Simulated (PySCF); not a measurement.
F2Sr, SMILES [Sr]([F])[F] (connectivity only; charge and spin as stated), charge -1, multiplicity 2.

Coordinates come from a PBE-D3(BJ)/def2-TZVPD optimisation. The spin state was assumed, not searched. The isomer is the one that the SMILES or the coordinates give; other isomers of the formula were not compared. The def2 effective core potentials stand for the cores of Sr; spin–orbit coupling is left out.

The numbers are results of PBE-D3(BJ)/def2-TZVPD in PySCF, not measurements.

Frequencies are harmonic and unscaled.

Computed normal modes with their intensities:
```tsv
mode	ν (cm⁻¹)	IR (km/mol)	moving atoms (share of kinetic energy)
1	104	7.5	F 82 %, Sr 18 %
2	395	70.3	F 76 %, Sr 24 %
3	404	69.0	F 88 %, Sr 12 %
```
